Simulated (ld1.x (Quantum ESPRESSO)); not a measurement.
# Configuration tests for B (TM)

```
Element                 : boron (B)
Generator               : ld1.x (Quantum ESPRESSO) 7.5
Type                    : norm-conserving Troullier–Martins (Kleinman–Bylander form)
Functional              : PBE
Relativity              : non-relativistic
Frozen core             : [He]
Valence charge          : 3
Reference configuration : 2s2 2p1
Partial waves           : 2s (bound): rc 1.00 bohr; 2p (bound): rc 2.00 bohr
Local potential         : the p channel
Core correction         : none
```

Energies are relative to the spin-unpolarised reference configuration 2s2 2p1; without spin polarisation the order of configurations can differ from experiment.

| valence configuration | charge | ΔE all-electron (eV) | error AE − PS (meV) |
| --- | --- | --- | --- |
| 2s1 2p0 | +2 | 33.637 | +111 |
| 2s2 2p0.5 | +0.5 | 2.888 | +3.4 |
| 2s0 2p3 | 0 | 11.708 | +50 |
| 2s1 2p1 | +1 | 14.355 | -11 |
| 2s1 2p2 | 0 | 5.844 | +12 |

**Question.** What are ΔE and the potential's error for 2s2 2p1.3?

**Answer.** ΔE = -0.739 eV all-electron; the error (AE − PS) is +0.2 meV.

**Question.** What are ΔE and the potential's error for 2s2 2p0?

**Answer.** ΔE = 8.222 eV all-electron; the error (AE − PS) is +30 meV.

Levels in the configuration 2s0 2p3:

| level | all-electron (eV) | pseudo (eV) |
| --- | --- | --- |
| 2p | -4.442 | -4.459 |
